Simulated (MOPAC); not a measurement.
A run for MOPAC: PM6 on H3NOSe (SMILES N[Se]O), a point of a torsion scan.

```
PM6 1SCF PRECISE CHARGE=0 THREADS=1
H3NOSe

N     -0.98167016 1     0.05669057 1    -0.09788615 1
Se     0.45846855 1    -0.47857038 1     0.91881860 1
O      1.71510631 1    -0.21525577 1    -0.35958572 1
H     -1.73037181 1    -0.62560549 1    -0.05921922 1
H     -1.34845343 1     0.95695777 1     0.19502066 1
H      1.28448043 1    -0.36527065 1    -1.20503475 1
```

Output:

```
*******************************************************************************
 **                                                                           **
 **                              MOPAC v23.2.5                                **
 **                                                                           **
 *******************************************************************************
 ** MOPAC's Digital Object Identifier: https://doi.org/10.5281/zenodo.6511958 **
 **                                                                           **
 ** Please cite the open-source release paper for use of this MOPAC version:  **
 ** J. E. Moussa and J. J. P. Stewart (2026)                                  **
 ** MOPAC: An open-source semiempirical molecular orbital program             **
 ** J. Open Source Softw., 11(119), 8025, https://doi.org/10.21105/joss.08025 **
 *******************************************************************************

                              PM6 CALCULATION RESULTS

 *******************************************************************************
 *  PM6        - The PM6 Hamiltonian to be used
 *
 *
 *
 *                 CHARGE ON SYSTEM = 0
 *
 *
 *
 *  PRECISE    - TIGHTER CRITERIA TO BE USED
 *  1SCF       - DO 1 SCF AND THEN STOP
 *  THREADS=1  - MULTI-THREADING NOT USED
 *  T=         - A TIME OF 172800.0 SECONDS REQUESTED
 *  DUMP=N     - RESTART FILE WRITTEN EVERY 7200.0 SECONDS REQUESTED
 *******************************************************************************
PM6 1SCF PRECISE CHARGE=0 THREADS=1
 H3NOSe

   ATOM   CHEMICAL          X               Y               Z
  NUMBER   SYMBOL      (ANGSTROMS)     (ANGSTROMS)     (ANGSTROMS)

     1       N         -0.98167016  *   0.05669057  *  -0.09788615  *
     2      Se          0.45846855  *  -0.47857038  *   0.91881860  *
     3       O          1.71510631  *  -0.21525577  *  -0.35958572  *
     4       H         -1.73037181  *  -0.62560549  *  -0.05921922  *
     5       H         -1.34845343  *   0.95695777  *   0.19502066  *
     6       H          1.28448043  *  -0.36527065  *  -1.20503475  *



          CARTESIAN COORDINATES

    NO.       ATOM           X           Y           Z

     1         N         -0.9817      0.0567     -0.0979
     2        Se          0.4585     -0.4786      0.9188
     3         O          1.7151     -0.2153     -0.3596
     4         H         -1.7304     -0.6256     -0.0592
     5         H         -1.3485      0.9570      0.1950
     6         H          1.2845     -0.3653     -1.2050

 General Reference for PM6:
 "Optimization of Parameters for Semiempirical Methods V: Modification of NDDO Approximations
 and Application to 70 Elements", J. J. P. Stewart, J. Mol. Mod., 13, 1173-1213 (2007)
 URL: https://link.springer.com/article/10.1007/s00894-007-0233-4

           Empirical Formula: H3 N O Se  =     6 atoms



      MOLECULAR POINT GROUP   :   C1


      RHF CALCULATION, NO. OF DOUBLY OCCUPIED LEVELS = 10


 -------------------------------------------------------------------------------
 PM6 1SCF PRECISE CHARGE=0 THREADS=1
 H3NOSe



     1SCF WAS SPECIFIED, SO BFGS WAS NOT USED
     SCF FIELD WAS ACHIEVED


                              PM6 CALCULATION
                                                       MOPAC v23.2.5 Linux




          FINAL HEAT OF FORMATION =        -14.09580 KCAL/MOL =     -58.97682 KJ/MOL


          COSMO AREA              =         91.57 SQUARE ANGSTROMS
          COSMO VOLUME            =         74.87 CUBIC ANGSTROMS

          IONIZATION POTENTIAL    =          8.379292 EV
          HOMO LUMO ENERGIES (EV) =         -8.379 -0.684
          NO. OF FILLED LEVELS    =         10
          MOLECULAR WEIGHT        =        111.9898         POINT GROUP:  C1

          MOLECULAR DIMENSIONS (Angstroms)

            Atom       Atom       Distance
            H     4    O     3     3.48280
            H     6   Se     2     2.04410
            H     5   Se     2     1.63286


          SCF CALCULATIONS        =          1





   ATOM   CHEMICAL          X               Y               Z
  NUMBER   SYMBOL      (ANGSTROMS)     (ANGSTROMS)     (ANGSTROMS)

     1       N         -0.98167016  *   0.05669057  *  -0.09788615  *
     2      Se          0.45846855  *  -0.47857038  *   0.91881860  *
     3       O          1.71510631  *  -0.21525577  *  -0.35958572  *
     4       H         -1.73037181  *  -0.62560549  *  -0.05921922  *
     5       H         -1.34845343  *   0.95695777  *   0.19502066  *
     6       H          1.28448043  *  -0.36527065  *  -1.20503475  *

                             CARTESIAN COORDINATES

   1    N       -0.981670160     0.056690570    -0.097886150
   2   Se        0.458468550    -0.478570380     0.918818600
   3    O        1.715106310    -0.215255770    -0.359585720
   4    H       -1.730371810    -0.625605490    -0.059219220
   5    H       -1.348453430     0.956957770     0.195020660
   6    H        1.284480430    -0.365270650    -1.205034750


           Empirical Formula: H3 N O Se  =     6 atoms



      MOLECULAR POINT GROUP   :   C1


                  EIGENVALUES
 -30.58468 -28.77368 -21.34099 -17.37206 -16.78472 -14.32573 -13.47086 -11.87369
 -10.50964  -8.37929  -0.68423  -0.26559   4.80737   5.74461   6.18450


              NET ATOMIC CHARGES AND DIPOLE CONTRIBUTIONS

  ATOM NO.   TYPE          CHARGE      No. of ELECS.   s-Pop       p-Pop
    1          N          -0.592884        5.5929     1.60208     3.99080
    2         Se           0.381053        5.6189     1.97141     3.64754
    3          O          -0.572916        6.5729     1.83452     4.73839
    4          H           0.233931        0.7661     0.76607
    5          H           0.231391        0.7686     0.76861
    6          H           0.319425        0.6806     0.68057
 DIPOLE           X         Y         Z       TOTAL
 POINT-CHG.    -2.557    -0.645     1.251     2.919
 HYBRID        -0.739     0.191    -0.100     0.770
 SUM           -3.297    -0.454     1.151     3.521


          ATOMIC ORBITAL ELECTRON POPULATIONS

     Atom    s        px        py        pz
    1  N   1.60208   1.22901   1.19301   1.56879
    2 Se   1.97141   0.86477   1.84299   0.93978
    3  O   1.83452   1.44479   1.95469   1.33892
    4  H   0.76607
    5  H   0.76861
    6  H   0.68057

 **********************
 *                    *
 * JOB ENDED NORMALLY *
 *                    *
 **********************




 == MOPAC DONE ==
```

The run finished.

Cost: roughly 0.04 core-seconds.
